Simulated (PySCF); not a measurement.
C₃H₄O₂Si, SMILES O=C1O[SiH2]C=C1.

Geometry optimised at PBE-D3(BJ)/def2-SVP. This is a generated structure with no PubChem entry under its InChIKey; it may be hypothetical.

Two levels are set side by side: PBE/def2-TZVP (PySCF) and r2SCAN/def2-TZVP (PySCF). Same geometry, gas phase. Differences are taken from unrounded values.

```csv
quantity,r2SCAN
orbital gap (eV),4.02
highest occupied level (eV),-6.91
lowest empty level (eV),-2.89
dipole moment (D),4.46
mean polarisability (bohr³),63.4
```

Question: What does PBE give, and how far is it from r2SCAN? (Estimate from the structure and the level; the computed values follow.)

Answer: 
| quantity | PBE | PBE minus r2SCAN |
|---|---|---|
| orbital gap (eV) | 3.58 | -0.44 |
| highest occupied level (eV) | -6.58 | 0.33 |
| lowest empty level (eV) | -3.00 | -0.11 |
| dipole moment (D) | 4.30 | -0.16 |
| mean polarisability (bohr³) | 64.9 | 1.6 |

Rough cost on one machine, each run with all the roots and properties that it gave: r2SCAN against PBE about 3 times.
